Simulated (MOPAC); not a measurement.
MOPAC input (AM1):

```
AM1 FORCE THERMO(298,298) PRECISE LET UHF MS=0.5 GEO-OK AUX(PRECISION=9) THREADS=1
CH3

C     0.00000112 1    0.00000131 1    0.00000017 1
H     0.53923691 1    0.94222179 1    0.03779211 1
H    -1.08621182 1   -0.00408401 1   -0.01119280 1
H     0.54697104 1   -0.93814229 1   -0.02659891 1
```

Output:

```
 *******************************************************************************
 **                                                                           **
 **                              MOPAC v23.2.5                                **
 **                                                                           **
 *******************************************************************************
 ** MOPAC's Digital Object Identifier: https://doi.org/10.5281/zenodo.6511958 **
 **                                                                           **
 ** Please cite the open-source release paper for use of this MOPAC version:  **
 ** J. E. Moussa and J. J. P. Stewart (2026)                                  **
 ** MOPAC: An open-source semiempirical molecular orbital program             **
 ** J. Open Source Softw., 11(119), 8025, https://doi.org/10.21105/joss.08025 **
 *******************************************************************************

                              AM1 CALCULATION RESULTS

 *******************************************************************************
 *  AM1        - The AM1 Hamiltonian to be used
 *  GEO-OK     - OVERRIDE INTERATOMIC DISTANCE AND OTHER SAFETY CHECKS
 *  UHF        - UNRESTRICTED HARTREE-FOCK CALCULATION
 *  MS=        - IN MECI, MAGNETIC COMPONENT OF SPIN =  0.5
 *  LET        - OVERRIDE SOME SAFETY CHECKS
 *  PRECISE    - TIGHTER CRITERIA TO BE USED
 *  FORCE      - FORCE CALCULATION SPECIFIED
 *  AUX        - OUTPUT AUXILIARY INFORMATION
 *  THERMO     - THERMODYNAMIC QUANTITIES TO BE CALCULATED
 *******************************************************************************
AM1 FORCE THERMO(298,298) PRECISE LET UHF MS=0.5 GEO-OK AUX(PRECISION=9) THREADS=1
 CH3

   ATOM   CHEMICAL          X               Y               Z
  NUMBER   SYMBOL      (ANGSTROMS)     (ANGSTROMS)     (ANGSTROMS)

     1       C          0.00000112  *   0.00000131  *   0.00000017  *
     2       H          0.53923691  *   0.94222179  *   0.03779211  *
     3       H         -1.08621182  *  -0.00408401  *  -0.01119280  *
     4       H          0.54697104  *  -0.93814229  *  -0.02659891  *

          CARTESIAN COORDINATES

    NO.       ATOM           X           Y           Z

     1         C          0.0000      0.0000      0.0000
     2         H          0.5392      0.9422      0.0378
     3         H         -1.0862     -0.0041     -0.0112
     4         H          0.5470     -0.9381     -0.0266

  H: (AM1): M.J.S. DEWAR ET AL, J. AM. CHEM. SOC. 107 3902-3909 (1985)
  C: (AM1): M.J.S. DEWAR ET AL, J. AM. CHEM. SOC. 107 3902-3909 (1985)

           Empirical Formula: C H3  =     4 atoms

      MOLECULAR POINT GROUP   :   D3h

          UHF CALCULATION, NO. OF ALPHA ELECTRONS =    4
                           NO. OF BETA  ELECTRONS =    3

          HEAT OF FORMATION =      29.944281 KCALS/MOLE

          CARTESIAN COORDINATE DERIVATIVES

   NUMBER  ATOM         X            Y            Z

     1       C      0.005875    -0.001123    -0.000010
     2       H     -0.027867     0.000018     0.000003
     3       H      0.010688    -0.018662     0.000003
     4       H      0.011305     0.019767     0.000003

 DIPOLE           X         Y         Z       TOTAL
 POINT-CHG.    -0.000     0.000     0.000     0.000
 HYBRID         0.000    -0.000     0.000     0.000
 SUM           -0.000     0.000     0.000     0.000

          GRADIENT NORM =   0.04235

          MOLECULAR WEIGHT =   15.03

          ROTATIONAL CONSTANTS IN CM(-1)

          A =    9.44950779   B =    9.44946414   C =    4.72474298

           PRINCIPAL MOMENTS OF INERTIA IN UNITS OF 10**(-40)*GRAM-CM**2

          A =        2.9624   B =        2.9624   C =        5.9247

          ORIENTATION OF MOLECULE IN FORCE CALCULATION

    NO.       ATOM         X         Y         Z

     1          C       0.0000   -0.0000   -0.0000
     2          H       1.0863   -0.0000   -0.0000
     3          H      -0.5431    0.9407   -0.0000
     4          H      -0.5431   -0.9407    0.0000

    FIRST DERIVATIVES WILL BE USED IN THE CALCULATION OF SECOND DERIVATIVES

    FOR POINT-GROUP D3h  THERE ARE  12 UNIQUE SYMMETRY FUNCTIONS.


(To convert to Hartree/Bohr^2, multiply by (10^(-21) x N x a0^2)/(4.184 x 627.51) =  0.0642)

           FORCE MATRIX IN MILLIDYNES/ANGSTROM

                  C  1       H  2       H  3       H  4
 ------------------------------------------------------
     C    1  12.549254
     H    2   5.317542   5.877522
     H    3   5.315550   0.494891   5.877522
     H    4   5.315606   0.494900   0.494891   5.877522

          HEAT OF FORMATION =      29.944281 KCALS/MOLE

          ZERO POINT ENERGY      18.896 KCAL/MOL

           NORMAL COORDINATE ANALYSIS (Total motion = 1 Angstrom)

   Root No.       1         2         3         4         5         6

                 1 A2"     1 E'      1 E'      2 E'      2 E'      1 A1'

                 780.0    1345.5    1345.5    3248.1    3248.1    3250.9

           1   -0.0000   -0.0163   -0.0548   -0.0561   -0.0130    0.0000
           2   -0.0000   -0.0555    0.0161    0.0128   -0.0571    0.0000
           3   -0.0774    0.0000    0.0000    0.0000    0.0000   -0.0000
           4    0.0000   -0.0083   -0.0281    0.4700    0.1091    0.3333
           5    0.0000    0.4690   -0.1360    0.0055   -0.0246   -0.0000
           6    0.3075   -0.0000    0.0000   -0.0000    0.0000   -0.0000
           7    0.0000    0.3165    0.2783    0.1481   -0.1949   -0.1667
           8    0.0000    0.1591    0.1852   -0.2930    0.3032    0.2887
           9    0.3075   -0.0000   -0.0000    0.0000    0.0000   -0.0000
          10    0.0000   -0.1144    0.4032    0.0506    0.2410   -0.1667
          11    0.0000    0.0327   -0.2408    0.1350    0.4025   -0.2887
          12    0.3075   -0.0000   -0.0000   -0.0000   -0.0000    0.0000

           MASS-WEIGHTED COORDINATE ANALYSIS (NORMAL COORDINATES)

   Root No.       1         2         3         4         5         6

                 1 A2"     1 E'      1 E'      2 E'      2 E'      1 A1'

                 780.0    1345.5    1345.5    3248.1    3248.1    3250.9

           1   -0.0000   -0.0888   -0.3029   -0.3106   -0.0708    0.0000
           2   -0.0000   -0.3029    0.0888    0.0708   -0.3106    0.0000
           3   -0.4485    0.0000    0.0000    0.0000    0.0000   -0.0000
           4    0.0000   -0.0132   -0.0450    0.7536    0.1718    0.5774
           5    0.0000    0.7421   -0.2176    0.0088   -0.0388   -0.0000
           6    0.5160   -0.0000    0.0000   -0.0000    0.0000   -0.0000
           7    0.0000    0.5007    0.4454    0.2375   -0.3068   -0.2887
           8    0.0000    0.2517    0.2963   -0.4697    0.4773    0.5000
           9    0.5160   -0.0000   -0.0000    0.0000    0.0000   -0.0000
          10    0.0000   -0.1809    0.6452    0.0811    0.3794   -0.2887
          11    0.0000    0.0518   -0.3853    0.2165    0.6337   -0.5000
          12    0.5160   -0.0000   -0.0000   -0.0000   -0.0000    0.0000

          DESCRIPTION OF VIBRATIONS

 VIBRATION          1    1A2"        ATOM PAIR     ENERGY CONTRIBUTION    RADIAL
 FREQUENCY           780.01         C 1 -- H 2         +33.3% ( 46.8%)      0.0%
 TRANSITION DIPOLE   1.0196         C 1 -- H 4         +33.3% ( 46.8%)      0.0%
 TRAVEL (Ang.)       0.3514         C 1 -- H 3         +33.3% ( 46.8%)      0.0%
 REDUCED MASS        0.7002
 EFFECTIVE MASS      2.2471
 FORCE CONSTANT      0.2510

 VIBRATION          3    1E'         ATOM PAIR     ENERGY CONTRIBUTION    RADIAL
 FREQUENCY          1345.54         C 1 -- H 4         +58.8% ( 69.9%)      0.4%
 TRANSITION DIPOLE   0.0429         C 1 -- H 3         +32.0% ( 51.5%)      6.3%
 TRAVEL (Ang.)       0.3087         C 1 -- H 2          +9.2% ( 27.6%)     41.5%
 REDUCED MASS        0.5258
 EFFECTIVE MASS      1.9176
 FORCE CONSTANT      0.5608

 VIBRATION          5    2E'         ATOM PAIR     ENERGY CONTRIBUTION    RADIAL
 FREQUENCY          3248.14         C 1 -- H 4         +60.0% ( 79.4%)     99.4%
 TRANSITION DIPOLE   0.1796         C 1 -- H 3         +35.8% ( 61.3%)     94.7%
 TRAVEL (Ang.)       0.1981         C 1 -- H 2          +4.3% ( 21.2%)     44.3%
 REDUCED MASS        0.5291
 EFFECTIVE MASS      1.5825
 FORCE CONSTANT      3.2892

 VIBRATION          6    1A1'        ATOM PAIR     ENERGY CONTRIBUTION    RADIAL
 FREQUENCY          3250.90         C 1 -- H 4         +33.3% ( 55.7%)    100.0%
 TRANSITION DIPOLE   0.0000         C 1 -- H 3         +33.3% ( 55.7%)    100.0%
 TRAVEL (Ang.)       0.2485         C 1 -- H 2         +33.3% ( 55.7%)    100.0%
 REDUCED MASS        0.3360
 EFFECTIVE MASS      1.0079
 FORCE CONSTANT      2.0920

      SYMMETRY NUMBER FOR POINT-GROUP D3h =  6

          SYSTEM IS A GROUND STATE

 CH3

          MOLECULE IS NOT LINEAR

          THERE ARE  6 GENUINE VIBRATIONS IN THIS SYSTEM
          THIS THERMODYNAMICS CALCULATION IS LIMITED TO
          MOLECULES WHICH HAVE NO INTERNAL ROTATIONS

                    CALCULATED THERMODYNAMIC PROPERTIES
                                          *
   TEMP. (K)   PARTITION FUNCTION   H.O.F.    ENTHALPY  HEAT CAPACITY ENTROPY
                                   KCAL/MOL   CAL/MOLE    CAL/K/MOL  CAL/K/MOL

 298.00  VIB.     0.1027D+01                    64.4714     0.9377     0.2689
         ROT.     0.4287D+02                   888.2803     2.9808    10.4491
         INT.     0.4402D+02                   952.7517     3.9185    10.7180
         TRA.     0.5636D+26                  1480.4672     4.9680    34.0677
         TOT.                       29.944    2433.2189     8.8865    44.7857

   *: NOTE: HEATS OF FORMATION ARE RELATIVE TO THE
            ELEMENTS IN THEIR STANDARD STATE AT 298K
              (=  Standard Enthalpy of Formation).

            Hvib:  Zero-point energy is not included.
                   frequencies of less than zero cm-1 are not included.
            Hrot = (3/2)RT
            Htra = (3/2)RT + pV = (5/2)RT

            Heat capacity is Cp, not Cv

          For more information, see: HTTP://OpenMOPAC.net/Manual/thermochemistry.html

           FORCE CONSTANT IN CARTESIAN COORDINATES (Millidynes/A)

    ATOM   CHEMICAL       X               Y               Z
   NUMBER   SYMBOL  FORCE CONSTANT  FORCE CONSTANT  FORCE CONSTANT

      1       C        8.853834        8.853834        0.865911
      2       H        5.837343        0.651945        0.096895
      3       H        1.948272        4.541017        0.096895
      4       H        1.948318        4.540970        0.096895

 **********************
 *                    *
 * JOB ENDED NORMALLY *
 *                    *
 **********************

 == MOPAC DONE ==
```
